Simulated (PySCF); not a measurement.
Isomers of C5H7FO3.

All values: PBE0/def2-SVPD (PySCF) at GFN2-xTB geometries, gas phase, one conformer each. Core orbitals are frozen in the response; Δα² is half the sum of the squared differences of the principal polarisabilities.

Task: Rank by HOMO–LUMO gap, highest first.
A. `[CH2:1]=[CH:2][C@@H:3]1[O:4][CH2:5][O:6][C@@H:7]([F:8])[O:9]1` with C1–C2–C3–O4 -122°, C2–C3–O4–C5 -175°, C3–O4–C5–O6 58°, O4–C5–O6–C7 -53°, C5–O6–C7–F8 -72°
B. `[CH3:1][O:2][CH2:3][O:4][C:5](=[O:6])/[CH:7]=[CH:8]/[F:9]` with C1–O2–C3–O4 69°, O2–C3–O4–C5 174°, C3–O4–C5–O6 1°, O4–C5–C7–C8 -179°
C. `[CH3:1][O:2][C@@H:3]1[O:4][CH2:5][C@@H:6]([F:7])[C:8]1=[O:9]` with C1–O2–C3–O4 -71°, O2–C3–O4–C5 -83°, C3–O4–C5–C6 -32°, O4–C5–C6–F7 -101°, C5–C6–C8–O9 -177°

Result: A (8.03 eV), B (6.72 eV), C (5.89 eV).

Task: Rank by dipole moment, lowest first.
A. `[CH3:1][O:2][CH2:3][O:4][C:5](=[O:6])/[CH:7]=[CH:8]/[F:9]` with C1–O2–C3–O4 69°, O2–C3–O4–C5 174°, C3–O4–C5–O6 1°, O4–C5–C7–C8 -179°
B. `[CH2:1]=[CH:2][C@@H:3]1[O:4][CH2:5][O:6][C@@H:7]([F:8])[O:9]1` with C1–C2–C3–O4 -122°, C2–C3–O4–C5 -175°, C3–O4–C5–O6 58°, O4–C5–O6–C7 -53°, C5–O6–C7–F8 -72°
C. `[CH3:1][O:2]/[C:3]([F:4])=[CH:5]\[O:6][C:7]([CH3:8])=[O:9]` with C1–O2–C3–F4 44°, C3–C5–O6–C7 48°, C5–O6–C7–C8 -178°
D. `[CH3:1][O:2][C@@H:3]1[O:4][CH2:5][C@@H:6]([F:7])[C:8]1=[O:9]` with C1–O2–C3–O4 -71°, O2–C3–O4–C5 -83°, C3–O4–C5–C6 -32°, O4–C5–C6–F7 -101°, C5–C6–C8–O9 -177°

Result: C (1.07 D), B (1.35 D), A (1.83 D), D (3.33 D).

All values together:

```json
{"SMILES": "CO/C(F)=C\\OC(C)=O", "μ (D)": "1.07", "HOMO (eV)": "-6.81", "LUMO (eV)": "-0.08", "α (Å³)": "10.86", "Δα (Å³)": "4.44"}
{"SMILES": "CO[C@@H]1OC[C@@H](F)C1=O", "μ (D)": "3.33", "HOMO (eV)": "-7.73", "LUMO (eV)": "-1.84", "α (Å³)": "10.16", "Δα (Å³)": "2.62"}
{"SMILES": "C=C[C@@H]1OCO[C@@H](F)O1", "μ (D)": "1.35", "HOMO (eV)": "-8.42", "LUMO (eV)": "-0.39", "α (Å³)": "10.47", "Δα (Å³)": "3.74"}
{"SMILES": "COCOC(=O)/C=C/F", "μ (D)": "1.83", "HOMO (eV)": "-8.22", "LUMO (eV)": "-1.50", "α (Å³)": "11.19", "Δα (Å³)": "6.50"}
```

Conformers: `[CH3:1][O:2]/[C:3]([F:4])=[CH:5]\[O:6][C:7]([CH3:8])=[O:9]` with C1–O2–C3–F4 44°, C3–C5–O6–C7 48°, C5–O6–C7–C8 -178°; `[CH3:1][O:2][C@@H:3]1[O:4][CH2:5][C@@H:6]([F:7])[C:8]1=[O:9]` with C1–O2–C3–O4 -71°, O2–C3–O4–C5 -83°, C3–O4–C5–C6 -32°, O4–C5–C6–F7 -101°, C5–C6–C8–O9 -177°; `[CH2:1]=[CH:2][C@@H:3]1[O:4][CH2:5][O:6][C@@H:7]([F:8])[O:9]1` with C1–C2–C3–O4 -122°, C2–C3–O4–C5 -175°, C3–O4–C5–O6 58°, O4–C5–O6–C7 -53°, C5–O6–C7–F8 -72°; `[CH3:1][O:2][CH2:3][O:4][C:5](=[O:6])/[CH:7]=[CH:8]/[F:9]` with C1–O2–C3–O4 69°, O2–C3–O4–C5 174°, C3–O4–C5–O6 1°, O4–C5–C7–C8 -179°.
